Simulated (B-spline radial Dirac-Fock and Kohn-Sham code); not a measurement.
Relativistic shifts of the levels of Zn⁺

System: zinc as Zn⁺, configuration [Ar] 3d10 4s1.

Both columns are ΔSCF binding energies of the configuration average from an atomic code on a B-spline grid: non-relativistic Hartree-Fock with a point nucleus, and Dirac-Fock with a finite nucleus and the Coulomb interaction alone, averaged over the two j levels with weights 2j+1.

| shell | Hartree-Fock (eV) | Dirac-Fock (eV) | shift (eV) | shift (%) |
| --- | --- | --- | --- | --- |
| 1s | 9575.2 | 9695.4 | +120.14 | +1.25 |
| 2s | 1191.7 | 1218.2 | +26.51 | +2.22 |
| 2p | 1042.0 | 1047.9 | +5.89 | +0.57 |
| 3p | 107.7 | 108.7 | +1.03 | +0.96 |
| 3d | 25.60 | 25.15 | -0.45 | -1.75 |
| 4s | 16.56 | 16.85 | +0.29 | +1.75 |

Relativity binds 1s, 2s, 2p, 3p, 4s more strongly, among those listed most of all 2s in relative terms, and 3d more weakly, because the contracted s and p shells screen the nucleus better.

Values without a named source are computed, but for edge energies of neutral atoms, which are taken from tables.
